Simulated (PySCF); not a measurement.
# A series of derivatives of [SiH2]1[SiH2][SiH2][SiH2][SiH2]1

Parent skeleton `[SiH2:1]1[SiH2:2][SiH2:3][SiH2:4][SiH2:5]1`; one hydrogen on atom 1 is replaced by X. Hydrogens on one atom are averaged.

Computed data (PySCF 2.14): geometry: PBE0-D3(BJ)/def2-SVP, σ from GIAO-PBE0/pcSseg-1. Rapidly exchanging positions averaged, relativity neglected, one conformer, in vacuum.

References, each an isolated molecule treated in the same way: 29Si (351.99 ppm), 1H (31.27 ppm) vs TMS.

Parent (X = H): Si1 -104.1, Si2/Si5 -104.1, Si3/Si4 -104.1, H(Si1) 3.63, H(Si2)/H(Si5) 3.63, H(Si3)/H(Si4) 3.63 ppm. Effects are Δδ = δ(X) − δ(H), positive for deshielding.

(1) Give Δδ (ppm) for X = C(S)CH3, OSiH3, NHSiH3, NHCH3.

(2) Which position responds most, and to which substituents?

Results:

(1) 
```csv
X,SMILES,Si1,Si2/Si5,Si3/Si4,H(Si1),H(Si2)/H(Si5),H(Si3)/H(Si4)
C(S)CH3,CC(=S)[SiH]1[SiH2][SiH2][SiH2][SiH2]1,+53.9,+13.8,-2.6,+1.43,-0.11,+0.19
OSiH3,[SiH3]O[SiH]1[SiH2][SiH2][SiH2][SiH2]1,+106.2,-9.7,-9.7,+2.47,-0.18,+0.11
NHSiH3,[SiH3]N[SiH]1[SiH2][SiH2][SiH2][SiH2]1,+78.8,-8.0,-8.9,+2.02,-0.18,+0.06
NHCH3,CN[SiH]1[SiH2][SiH2][SiH2][SiH2]1,+69.7,-7.4,-8.0,+1.78,-0.12,-0.03
```

(2) Si1: from +53.9 ppm with C(S)CH3 to +106.2 ppm with OSiH3.
